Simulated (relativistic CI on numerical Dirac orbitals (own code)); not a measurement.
Sensitivity of the levels of Bi LXV to α and to the nuclear radius

Method of calculation: Dirac-Coulomb-Breit CI, separate exchange-only KLI orbitals for each configuration, derivatives by finite differences, unscaled Slater integrals, QED left out (own radial code, finite nucleus).

Configurations in the expansion (outside the closed core [Ne]): 3s²3p⁶3d, 3s²3p⁵3d², 3s3p⁶3d², 3s²3p⁶4s, 3s²3p⁶4p, 3p⁶3d³, 3p⁵3d⁴. Double excitations out of closed p, d and f shells are left out; levels of such configurations are missing from the list, as are those of other unlisted configurations, and high levels can miss mixing partners.

With x = (α/α₀)² − 1 an excitation energy changes as ω = ω₀ + qx; K = 2q/ω₀ is the relative enhancement. Terms are leading LS components, so labels can repeat. The field-shift factor is F = δν/δ⟨r²⟩ for the transition from the lowest level.

Lowest level 3s²3p⁶3d ²D3/2.

```tsv
Level	ω₀ (cm⁻¹)	q (cm⁻¹)	K	F (GHz/fm²)
3s²3p⁶3d ²D5/2	1064887	1.091e+06	2.05	43.9
3s²3p⁵3d² ⁴D°3/2	2386300	189800	0.159	45.7
3s²3p⁵3d² ⁴D°1/2	2416483	222300	0.184	46.8
3s²3p⁵3d² ⁴F°5/2	2453204	190700	0.155	46.3
3s²3p⁵3d² ²G°7/2	2470798	173400	0.14	45.8
3s²3p⁵3d² ²P°3/2	2697800	218000	0.162	48.1
3s²3p⁵3d² ⁴D°5/2	3393227	1.27e+06	0.748	89.1
3s²3p⁵3d² ⁴G°9/2	3431733	1.254e+06	0.731	89.3
3s²3p⁵3d² ⁴F°7/2	3465871	1.27e+06	0.733	90.2
3s²3p⁵3d² ⁴D°3/2	3505548	1.282e+06	0.731	89.1
3s²3p⁵3d² ⁴P°5/2	3521812	1.272e+06	0.723	90
3s²3p⁵3d² ²H°11/2	3534123	1.248e+06	0.706	90.4
3s²3p⁵3d² ²G°7/2	3549033	1.261e+06	0.711	90.1
3s²3p⁵3d² ²S°1/2	3615198	1.278e+06	0.707	89.6
3s²3p⁵3d² ²F°7/2	3654966	1.273e+06	0.696	91.6
3s²3p⁵3d² ⁴D°5/2	3672166	1.276e+06	0.695	91.7
3s²3p⁵3d² ²G°9/2	3701111	1.265e+06	0.684	91.6
3s²3p⁵3d² ⁴S°3/2	3706744	1.288e+06	0.695	91.9
3s²3p⁵3d² ²D°3/2	3881892	1.313e+06	0.677	77.3
3s²3p⁵3d² ²F°5/2	3947784	1.282e+06	0.65	90.1
3s²3p⁵3d² ²P°1/2	4004494	1.279e+06	0.639	84.6
3s²3p⁵3d² ⁴G°11/2	4492957	2.327e+06	1.04	133
3s²3p⁵3d² ²D°5/2	4570438	2.35e+06	1.03	134
```

At this charge energies of transitions that change n are usually good to better than 1 %, and those within a shell (Δn = 0) to a few per cent.
